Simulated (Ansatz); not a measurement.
Reaction (cleavage of the Al–B bond): `[BH2][Al]([NH2])[SiH3]` + H–F → `[NH2][Al]([F])[SiH3]` + BH₃

Program: Ansatz. Geometries: PBE0-D4/def2-TZVP. ΔE: electronic, gas phase. CBS: MP2 limit from def2 TZ/QZ plus the TZ coupled-cluster correction, frozen cores. This one scheme is used for every species. DFT in def2-TZVPP. Each species was taken in one conformer, which may not be the lowest.

`[BH2][Al]([NH2])[SiH3]`:

Cartesian coordinates in Å:
```
B -1.334 1.886 -0.374
Al -0.424 0.005 0.011
N -1.395 -1.438 0.356
Si 2.015 -0.341 0.015
H -1.622 2.255 -1.479
H -1.549 2.692 0.490
H -1.005 -2.348 0.545
H -2.401 -1.479 0.393
H 2.697 0.524 1.024
H 2.626 -0.006 -1.306
H 2.393 -1.752 0.325
```

H–F:

Z-matrix (Å, degrees):
```
F
H 1 0.920
```

`[NH2][Al]([F])[SiH3]`:

Cartesian coordinates in Å:
```
N -1.022 1.442 -0.989
Al 0.375 0.412 -0.704
F 1.664 0.590 -1.724
Si 0.471 -1.228 1.096
H -1.862 1.424 -0.434
H -1.099 2.129 -1.723
H 0.632 -2.608 0.559
H 1.617 -0.962 2.010
H -0.777 -1.199 1.910
```

BH₃:

Cartesian coordinates in Å:
```
B 0.000 0.000 0.000
H -0.225 0.792 0.864
H 1.097 -0.455 -0.122
H -0.872 -0.337 -0.742
```

Problem. Is it downhill or uphill in electronic energy at CCSD(T)/CBS, and by how much? (Estimate.)

Solution. Ansatz gave: Downhill: ΔE = -215.2 kJ/mol.

Problem. What do these levels give: PBE-D4, PBE0-D4, BHLYP-D4, ωB97X-V, r2SCAN, CAM-B3LYP? (An estimate is asked.)

Solution. Computed: PBE-D4 -197.6, PBE0-D4 -202.0, BHLYP-D4 -227.9, ωB97X-V -218.3, r2SCAN -218.9, CAM-B3LYP -229.7 kJ/mol.

Largest T1 diagnostic among the species: 0.013.

The D4 term adds +3.9 kJ/mol with B3LYP and +2.3 kJ/mol with PBE0; it sums over pairs of atoms, weighted by their polarisabilities, and B3LYP, whose exchange is more repulsive, gets the larger term. In def2-TZVPP, CCSD(T) changes the Hartree–Fock value by +24.5 kJ/mol (the triples alone add +2.9 kJ/mol) and MP2 by +14.8 kJ/mol.

B3LYP here is the variant with VWN-RPA as its local correlation; programs differ in this.
